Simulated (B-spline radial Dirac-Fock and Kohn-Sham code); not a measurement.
# Atomic SCF run for Hf⁶⁺

ΔSCF core binding energies without Breit or QED terms, calculated with a radial atomic solver. Keys: rel is the Hamiltonian (dirac, or spin-free x2c and nr, where L3 and M5 stand for the whole 2p and 3d shells), method is hf or an exchange,correlation pair (spin-unpolarised, also for the hole states), nuc the nuclear model, radius_factor scales its radius, rmax is the box in bohr, h the logarithmic mesh step, order the B-spline order, points the quadrature points per cell, c_factor scales the speed of light, and damp, ndamp, maxit and tol steer the iteration. The run stops when the commutator error falls below 10·tol·max(1, Z/10), or the numerical noise floor, and the energy has settled to about 1e-8 Ha; the virial ratio is −V/T.

Input (task.json):

```json
{"items": [{"Z": 72, "q": 6, "cfg": [[1, 0, 2], [2, 0, 2], [2, 1, 6], [3, 0, 2], [3, 1, 6], [3, 2, 10], [4, 0, 2], [4, 1, 6], [4, 2, 10], [4, 3, 13], [5, 0, 2], [5, 1, 5]], "A": 180, "rrms": 5.347, "do": "settings", "holes": ["K", "L3", "M5"],
  "settings": [{"rel": "dirac", "method": "hf", "nuc": "fermi", "radius_factor": 1.0, "rmax": 45.0, "h": 0.3, "order": 8, "points": 4, "c_factor": 1.0, "maxit": 95, "damp": 0.5, "ndamp": 3, "tol": 1e-08}]}]}
```

Command: `python xray2_run.py task.json out`

Ground-state iterations:

```
iter   energy (Ha)        error
   1   -15058.57893632  2.18e+00
   2   -15065.77456351  1.29e+00
   3   -15079.71443864  1.73e-01
   4   -15079.94629341  6.91e-02
   5   -15079.97209236  1.02e-02
   6   -15079.97265350  1.07e-03
   7   -15079.97266958  3.52e-04
   8   -15079.97266973  3.26e-04
   9   -15079.97267059  1.64e-05
  10   -15079.97267059  2.74e-07
```

The ground state converged in 10 iterations, with total energy -15079.97267 Ha, virial ratio 1.89445 and highest orbital energy -115.72 eV. ΔSCF binding energies: K (1s) 65757.7 eV, L3 (2p3/2) 9684.4 eV, M5 (3d5/2) 1763.1 eV.

One setting is outside the advised range (too few quadrature points), but here it does no visible harm: the result matches the run with default settings.
